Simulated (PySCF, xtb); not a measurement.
silanone (H2OSi), SMILES [SiH2]=O.

GFN2-xTB in xtb 6.7.1 at its own geometry gives an orbital gap of 4.76 eV and a dipole moment of 3.77 D.

The structure is a stationary point at B3LYP-D3(BJ)/def2-TZVP.

**Question.** What does PBE/def2-TZVPD in PySCF give? (The exact figures need the calculation; the answer reports its results.)

**Answer.** gap 3.62 eV (levels -6.81 and -3.19 eV), dipole 3.49 D.
